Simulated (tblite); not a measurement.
Compound: C6H11ClOSi.
Atom-mapped SMILES: `[CH3:1][CH:2]([CH3:3])/[C:4]([SiH3:5])=[CH:6]/[C:7](=[O:8])[Cl:9]` (hydrogens: H10, H11, H12 on C1; H13 on C2; H14, H15, H16 on C3; H17, H18, H19 on Si5; H20 on C6)

Structure used (GFN2-xTB), in Å, numbered top down from 1:
```xyz
20
C6H11ClOSi angstrom
C     -1.8246    0.7646   -0.5339
C     -1.0426   -0.1316    0.4355
C     -1.5217   -1.5775    0.3251
C      0.4153    0.0698    0.1690
Si     1.2319    1.6806    0.7840
C      1.1553   -0.8302   -0.5023
C      2.5336   -0.5228   -0.7445
O      3.1147    0.4735   -0.4094
Cl     3.4074   -1.7744   -1.6281
H     -2.8910    0.6856   -0.3357
H     -1.6371    0.4578   -1.5607
H     -1.5230    1.8028   -0.4217
H     -1.2413    0.2249    1.4526
H     -2.5524   -1.6488    0.6649
H     -0.9115   -2.2336    0.9416
H     -1.4827   -1.9252   -0.7044
H      0.1316    2.3683    1.4899
H      2.2396    1.3718    1.7901
H      1.6110    2.5267   -0.3393
H      0.7825   -1.7714   -0.8757
```

Method: GFN2-xTB as coded in tblite; computed harmonic values from a numerical Hessian at the method's own geometry, unscaled. This tight-binding method is rough: wavenumbers can miss measured ones by several per cent, in bad cases by 10 to 20. Modes of hydrogen on silicon can be 10 to 20 % off. One conformer, not necessarily the lowest.

Harmonic wavenumbers (cm⁻¹): 48.6, 85.5, 106.7, 114.2, 188.3, 211.8, 235.7, 264.4, 287.5, 305.6, 325.8, 397.1, 420.7, 460.5, 484.8, 573.9, 608.9, 619.6, 671.7, 718.1, 769.1, 836.5, 852.4, 874.2, 915.6, 943.4, 983.1, 1041.5, 1079.8, 1133.2, 1137.8, 1199.8, 1267.4, 1274.5, 1344.9, 1399.3, 1414.3, 1489.2, 1493.1, 1503.9, 1510.5, 1589.2, 1726.1, 2150.8, 2301.5, 2323.8, 2922.5, 3031.0, 3032.6, 3034.5, 3038.3, 3042.4, 3045.9, 3089.1.

A = 1649, B = 711.6, C = 537.1 MHz; mass 162.027 u (most abundant isotopes); point group C1, symmetry number 1.

**Question.** Zero-point energy?

**Answer.** Half the sum of the wavenumbers: 32960 cm⁻¹ = 94.24 kcal/mol.

**Question.** Entropy at 400 K, 1 bar (ideal gas, RRHO, classical rotation)?

**Answer.** Translation 42.64, rotation 31.49, vibration 46.09: S = 120.2 cal/(mol K).

**Question.** And Cp and H(400 K) − H(0)?

**Answer.** Cp = 54.62 cal/(mol K), of which vibrations give 46.67 (their classical limit is 54 R = 107.3); H(400 K) − H(0) = 12.93 kcal/mol without the zero-point energy, 9.75 from vibrations.

**Question.** What must be added to the electronic energy to get the Gibbs energy at 400 K and 1 bar?

**Answer.** ZPE + [H(400 K) − H(0)] − T·S = 94.24 + 12.93 − 48.09 = 59.08 kcal/mol.

**Question.** How do the functions run with temperature in this model?

**Answer.** 
```tsv
T (K)	S (cal/(mol K))	Cp (cal/(mol K))	H − H(0) (kcal/mol)	G − H(0) (kcal/mol)	ln q(vib)
50	60.6	13.4	0.50	-2.53	0.47
100	72.0	20.6	1.35	-5.86	1.71
298.15	105.7	44.4	7.88	-23.64	7.77
373.15	116.5	52.1	11.50	-31.98	10.10
500	133.4	63.1	18.83	-47.84	13.96
750	162.1	78.6	36.70	-84.89	21.14
1000	186.2	88.8	57.71	-128.51	27.70
```

q(vib) and H(0) count from the zero-point level.

Hindered rotation and anharmonicity are outside this model. Other conformers, if any are populated, would add a mixing term that is left out. The structure is chiral; the term R ln 2 for an equal mix with its mirror image is left out.

On Arm Neoverse V2, one thread, shared host with 32 logical CPUs at a one-minute load of 24, this took 0.85 s wall. This covers the Hessian and the dipole derivatives.
